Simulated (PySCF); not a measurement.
PySCF input file for Si(CF3)(H)2(Me) (C₂H₅F₃Si), SMILES C[SiH2]C(F)(F)F, TDA-PBE/def2-SVPD. Geometry optimised at B3LYP-D3(BJ)/def2-SVP.

```python
import numpy as np
from pyscf import gto, scf, dft, tdscf

mol = gto.M(
    atom='''
    Si    0.76086129   -1.00051505    0.00000000
    C    -0.62798250   -2.25876677   -0.00000000
    C    -0.04251764    0.75921813   -0.00000000
    F     0.86986556    1.75234024    0.00000000
    F    -0.82888469    0.94105031   -1.08661955
    F    -0.82888470    0.94105031    1.08661955
    H     1.60808444   -1.07982557    1.22020562
    H     1.60808444   -1.07982557   -1.22020562
    H    -1.26026523   -2.12944391   -0.89223675
    H    -1.26026523   -2.12944390    0.89223676
    H    -0.23356121   -3.28692622   -0.00000000
    ''',
    basis='def2-SVPD',
    charge=0,
    spin=0,
    symmetry=True,
    max_memory=1600,
    verbose=4,
)
mf = dft.RKS(mol, xc='pbe').density_fit(auxbasis='def2-universal-jkfit')
mf.grids.level = 3
mf.conv_tol = 1e-9
mf.max_cycle = 100
mf.kernel()
mf.grids = dft.Grids(mol).set(level=1).build(with_non0tab=True)  # coarser grid for the response kernel
td = tdscf.TDA(mf)
td.singlet = True
td.nstates = 10
td.conv_tol = 1e-4
td.positive_eig_threshold = 1e-6
td.kernel(x0=td.get_init_guess(mf, 15))
td.analyze()
tt = tdscf.TDA(mf)
tt.singlet = False
tt.nstates = 4
tt.conv_tol = 1e-4
tt.positive_eig_threshold = 1e-6
tt.kernel(x0=tt.get_init_guess(mf, 9))
tt.analyze(verbose=3)
```

Log of the run:

```
PySCF version 2.14.0

[INPUT] verbose = 4
[INPUT] num. atoms = 11
[INPUT] num. electrons = 58
[INPUT] charge = 0
[INPUT] spin (= nelec alpha-beta = 2S) = 0
[INPUT] symmetry True subgroup None
[INPUT] Mole.unit = angstrom
[INPUT] Symbol           X                Y                Z      unit          X                Y                Z       unit  Magmom
[INPUT]  1 Si     0.760861290000  -1.000515050000   0.000000000000 AA    1.437819456883  -1.890699428006   0.000000000000 Bohr   0.0
[INPUT]  2 C     -0.627982500000  -2.258766770000   0.000000000000 AA   -1.186714936020  -4.268450574568   0.000000000000 Bohr   0.0
[INPUT]  3 C     -0.042517640000   0.759218130000   0.000000000000 AA   -0.080346695063   1.434714334504   0.000000000000 Bohr   0.0
[INPUT]  4 F      0.869865560000   1.752340240000   0.000000000000 AA    1.643807673591   3.311443130655   0.000000000000 Bohr   0.0
[INPUT]  5 F     -0.828884690000   0.941050310000  -1.086619550000 AA   -1.566365052945   1.778327355337  -2.053413351098 Bohr   0.0
[INPUT]  6 F     -0.828884700000   0.941050310000   1.086619550000 AA   -1.566365071842   1.778327355337   2.053413351098 Bohr   0.0
[INPUT]  7 H      1.608084440000  -1.079825570000   1.220205620000 AA    3.038839176775  -2.040574589602   2.305854437455 Bohr   0.0
[INPUT]  8 H      1.608084440000  -1.079825570000  -1.220205620000 AA    3.038839176775  -2.040574589602  -2.305854437455 Bohr   0.0
[INPUT]  9 H     -1.260265230000  -2.129443910000  -0.892236750000 AA   -2.381556129012  -4.024065787523  -1.686083095772 Bohr   0.0
[INPUT] 10 H     -1.260265230000  -2.129443900000   0.892236760000 AA   -2.381556129012  -4.024065768626   1.686083114669 Bohr   0.0
[INPUT] 11 H     -0.233561210000  -3.286926220000   0.000000000000 AA   -0.441366720222  -6.211390347452   0.000000000000 Bohr   0.0

nuclear repulsion = 328.210124385262
point group symmetry = Cs
symmetry origin: [-1.30325933e-09  9.77444608e-10  3.25814846e-10]
symmetry axis x: [ 1.00000000e+00 -2.19398360e-09 -9.02074936e-09]
symmetry axis y: [-2.19398359e-09 -1.00000000e+00  1.40522419e-10]
symmetry axis z: [9.02074936e-09 1.40522409e-10 1.00000000e+00]
num. orbitals of irrep A' = 106
num. orbitals of irrep A" = 67
number of shells = 73
number of NR pGTOs = 251
number of NR cGTOs = 173
basis = def2-SVPD
ecp = {}


[settings echo left out]
init E= -667.744473979652
HOMO (A') = -0.318319096107216  LUMO (A') = -0.0385391202904759  gap/eV = 7.61320
cycle= 1 E= -667.239459946966  delta_E= 0.505  |g|= 0.818  |ddm|= 3.74
HOMO (A') = -0.254266452273568  LUMO (A') = -0.0225666776585336  gap/eV = 6.30487
cycle= 2 E= -666.904801856555  delta_E= 0.335  |g|=  1.6  |ddm|= 1.76
HOMO (A') = -0.281943957246972  LUMO (A') = -0.0162739802082155  gap/eV = 7.22925
cycle= 3 E= -667.364082197251  delta_E= -0.459  |g|= 0.0949  |ddm|= 1.17
HOMO (A') = -0.291414588069374  LUMO (A') = -0.0216020426210237  gap/eV = 7.34197
cycle= 4 E= -667.365490719751  delta_E= -0.00141  |g|= 0.0574  |ddm|= 0.135
HOMO (A') = -0.290876824939009  LUMO (A') = -0.0205979076096212  gap/eV = 7.35466
cycle= 5 E= -667.366244225404  delta_E= -0.000754  |g|= 0.00987  |ddm|= 0.0584
HOMO (A') = -0.28988790351087  LUMO (A') = -0.0203803398803855  gap/eV = 7.33367
cycle= 6 E= -667.366268999906  delta_E= -2.48e-05  |g|= 0.0037  |ddm|= 0.0143
HOMO (A') = -0.290030750451596  LUMO (A') = -0.0203955070851656  gap/eV = 7.33715
cycle= 7 E= -667.366271234047  delta_E= -2.23e-06  |g|= 0.00106  |ddm|= 0.00349
HOMO (A') = -0.290068926695489  LUMO (A') = -0.020393206934703  gap/eV = 7.33825
cycle= 8 E= -667.366271458106  delta_E= -2.24e-07  |g|= 0.000262  |ddm|= 0.00116
HOMO (A') = -0.290042325701281  LUMO (A') = -0.0203934673872905  gap/eV = 7.33752
cycle= 9 E= -667.366271472466  delta_E= -1.44e-08  |g|= 5.64e-05  |ddm|= 0.000335
HOMO (A') = -0.290047249824754  LUMO (A') = -0.0203935590787139  gap/eV = 7.33765
cycle= 10 E= -667.36627147321  delta_E= -7.43e-10  |g|= 6.47e-06  |ddm|= 7.73e-05
HOMO (A') = -0.290047897532483  LUMO (A') = -0.0203943301838003  gap/eV = 7.33765
Extra cycle  E= -667.366271473208  delta_E= 2.05e-12  |g|= 7.36e-06  |ddm|= 2.01e-05
converged SCF energy = -667.366271473208
tot grids = 45032
Overwritten attributes  positive_eig_threshold  of <class 'pyscf.tdscf.rks.TDA'>


******** <class 'pyscf.tdscf.rks.TDA'> for <class 'pyscf.df.df_jk.DFSymAdaptedRKS'> ********
nstates = 10 singlet
deg_eia_thresh = 1.000e-03
wfnsym = None
conv_tol = 0.0001
eigh lindep = 1e-12
eigh level_shift = 0
eigh max_cycle = 100


Excitation energies (eV)
[7.4999016  7.96771701 8.1246044  8.16732428 8.38897427 8.44278765
 8.52476071 8.66463683 8.88055277 8.89584019]

** Singlet excitation energies and oscillator strengths **
Excited State   1:   A'      7.49990 eV    165.31 nm  f=0.0163
      29 -> 30       -0.67973
      29 -> 31       -0.15359
Excited State   2:   A'      7.96772 eV    155.61 nm  f=0.0025
      29 -> 30       -0.13967
      29 -> 31        0.64811
      29 -> 33        0.18940
Excited State   3:   A"      8.12460 eV    152.60 nm  f=0.0047
      27 -> 30       -0.70173
Excited State   4:   A'      8.16732 eV    151.81 nm  f=0.0723
      28 -> 30       -0.67058
      29 -> 33       -0.16269
Excited State   5:   A'      8.38897 eV    147.79 nm  f=0.0331
      28 -> 31        0.52552
      29 -> 33       -0.44243
Excited State   6:   A"      8.44279 eV    146.85 nm  f=0.0003
      27 -> 31       -0.34002
      29 -> 32       -0.60378
Excited State   7:   A'      8.52476 eV    145.44 nm  f=0.0872
      28 -> 30        0.10819
      28 -> 31       -0.44854
      28 -> 33        0.10299
      29 -> 31        0.15744
      29 -> 33       -0.45914
Excited State   8:   A"      8.66464 eV    143.09 nm  f=0.0290
      27 -> 31       -0.52720
      28 -> 32        0.38195
      29 -> 32        0.23835
Excited State   9:   A'      8.88055 eV    139.61 nm  f=0.0115
      27 -> 32        0.13889
      29 -> 34       -0.66184
      29 -> 37       -0.14475
Excited State  10:   A"      8.89584 eV    139.37 nm  f=0.0572
      27 -> 31        0.23424
      27 -> 33        0.24333
      27 -> 34        0.19724
      28 -> 32        0.53483
      29 -> 32       -0.18055

** Transition electric dipole moments (AU) **
state          X           Y           Z        Dip. S.      Osc.
  1        -0.2830      0.0936     -0.0000      0.0889      0.0163
  2        -0.0811      0.0801      0.0000      0.0130      0.0025
  3         0.0000      0.0000     -0.1538      0.0237      0.0047
  4        -0.3843     -0.4621     -0.0000      0.3613      0.0723
  5        -0.2025      0.3465     -0.0000      0.1611      0.0331
  6        -0.0000     -0.0000      0.0385      0.0015      0.0003
  7        -0.0830      0.6409     -0.0000      0.4176      0.0872
  8        -0.0000      0.0000     -0.3696      0.1366      0.0290
  9        -0.0843      0.2140     -0.0000      0.0529      0.0115
 10         0.0000     -0.0000      0.5122      0.2623      0.0572

** Transition velocity dipole moments (imaginary part, AU) **
state          X           Y           Z        Dip. S.      Osc.
  1        -0.0319      0.0275      0.0000      0.0018      0.0043
  2         0.0113     -0.0138     -0.0000      0.0003      0.0007
  3        -0.0000     -0.0000     -0.0286      0.0008      0.0018
  4        -0.0906     -0.1222     -0.0000      0.0231      0.0514
  5        -0.0540      0.0934     -0.0000      0.0116      0.0252
  6        -0.0000      0.0000     -0.0306      0.0009      0.0020
  7        -0.0466      0.1663     -0.0000      0.0298      0.0635
  8         0.0000     -0.0000     -0.0670      0.0045      0.0094
  9        -0.0507      0.0468     -0.0000      0.0048      0.0097
 10         0.0000     -0.0000      0.0908      0.0083      0.0168

** Transition magnetic dipole moments (imaginary part, AU) **
state          X           Y           Z
  1         0.0000      0.0000     -0.3104
  2         0.0000     -0.0000      0.1201
  3         0.8318     -0.7459      0.0000
  4        -0.0000      0.0000      0.7954
  5        -0.0000     -0.0000      0.4048
  6        -0.5346     -0.4483      0.0000
  7         0.0000     -0.0000     -0.9354
  8        -0.7003     -1.1776      0.0000
  9         0.0000      0.0000     -0.1200
 10         0.3693      0.0544     -0.0000


******** <class 'pyscf.tdscf.rks.TDA'> for <class 'pyscf.df.df_jk.DFSymAdaptedRKS'> ********
nstates = 4 triplet
deg_eia_thresh = 1.000e-03
wfnsym = None
conv_tol = 0.0001
eigh lindep = 1e-12
eigh level_shift = 0
eigh max_cycle = 100


Excitation energies (eV)
[7.1310144  7.48153181 7.64230014 7.75018216]

** Triplet excitation energies and oscillator strengths **
Excited State   1:   A'      7.13101 eV    173.87 nm  f=0.0000
Excited State   2:   A'      7.48153 eV    165.72 nm  f=0.0000
Excited State   3:   A'      7.64230 eV    162.23 nm  f=0.0000
Excited State   4:   A"      7.75018 eV    159.98 nm  f=0.0000
```

Self-consistency was reached.
